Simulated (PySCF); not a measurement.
## TDDFT excited states: C3H7Cl3GeO

Species: GeCl3(OiPr), C3H7Cl3GeO.
Structure used (PBE0-D3(BJ)/def2-SVP), in Å, numbered top down from 1:
```xyz
15
C3H7Cl3GeO angstrom
Ge     1.1900    1.0265    1.6371
Cl     1.1688    0.7936    3.7469
Cl     3.2011    0.8874    0.9386
Cl     0.4564    2.9576    1.0866
O      0.1728   -0.2220    0.9738
C     -0.5366   -0.0930   -0.2649
C     -1.5654   -1.2031   -0.2806
C      0.4201   -0.1503   -1.4405
H     -1.0581    0.8820   -0.2706
H     -1.0676   -2.1846   -0.2652
H     -2.1880   -1.1384   -1.1852
H     -2.2186   -1.1336    0.6006
H      1.1314    0.6898   -1.4230
H      0.9941   -1.0892   -1.4197
H     -0.1333   -0.0988   -2.3901
```

Method: TDDFT B3LYP/def2-SVPD, vertical, gas phase, core orbitals frozen in the response in PySCF 2.14.0, density-fitted response routines. The B3LYP/def2-SVPD calculation is non-relativistic and has no spin–orbit coupling, an omission that weighs most on germanium.

| state | E (eV) | E (hartree) | f | main configurations (H = HOMO, L = LUMO) |
| --- | --- | --- | --- | --- |
| S1 | 5.35 | 0.1968 | 0.0048 | H→L (98%) |
| S2 | 5.87 | 0.2155 | 0.0010 | H-2→L (89%), H-1→L (10%) |
| S3 | 6.03 | 0.2215 | 0.044 | H-1→L (80%), H-2→L (10%) |
| S4 | 6.14 | 0.2256 | 0.018 | H-3→L (90%) |
| S5 | 6.28 | 0.2308 | 0.052 | H-4→L (79%) |
| S6 | 6.57 | 0.2415 | 0.036 | H-5→L (94%) |
| S7 | 6.59 | 0.2422 | 0.035 | H-6→L (76%), H-7→L (16%) |
| S8 | 6.67 | 0.2449 | 0.015 | H-7→L (81%), H-6→L (16%) |
| S9 | 7.39 | 0.2716 | 0.0034 | H-8→L (97%) |
| S10 | 7.66 | 0.2816 | 0.015 | H→L+1 (53%), H-9→L (36%) |
| S11 | 7.69 | 0.2827 | 0.011 | H-9→L (56%), H→L+1 (30%) |
| S12 | 7.88 | 0.2897 | 0.0066 | H→L+2 (74%), H→L+1 (13%) |
| S13 | 7.99 | 0.2936 | 0.014 | H→L+3 (68%) |
| S14 | 8.14 | 0.2993 | 0.056 | H-10→L (75%) |
| S15 | 8.21 | 0.3016 | 0.0038 | H-11→L (68%), H-10→L (14%) |

Triplets, Tamm–Dancoff:

| state | E (eV) | λ (nm) | main configurations (H = HOMO, L = LUMO) |
| --- | --- | --- | --- |
| T1 | 5.09 | 243.7 | H→L (95%) |
| T2 | 5.49 | 226.0 | H-2→L (86%), H-1→L (11%) |
| T3 | 5.62 | 220.8 | H-1→L (76%), H-2→L (11%) |
| T4 | 5.70 | 217.3 | H-3→L (93%) |

The lowest singlet lies at 5.35 eV (232 nm, ultraviolet) and is very weak; its leading configuration is HOMO→LUMO (98%). The strongest level in the table is S14 at 8.14 eV (152 nm, f = 0.056). Löwdin shares by element: HOMO oxygen 49%, carbon 24% or more, chlorine 7% or more (atoms not listed hold the other 19%); LUMO chlorine 66%, germanium 22%. Of the 15 states listed, 10 reach f = 0.01 and none stays under 0.0005. Orbital energies (eV): HOMO-3 -9.37, HOMO-2 -9.15, HOMO-1 -9.05, HOMO -8.54, LUMO -2.16, LUMO+1 0.10, LUMO+2 0.29. Weighted by f, the mean energy of these states is 6.90 eV. The vertical ionisation energy (ΔSCF) is 10.49 eV, 2.28 eV above S15. The window holds the lowest 15 singlets.

Time: 17 min wall (with the writing of density and orbital grids); peak memory 1.4 GiB. Hardware: one thread, AMD EPYC (x86_64), no GPU, shared host with 64 logical CPUs at a one-minute load of 58.

One conformer stands for the species.
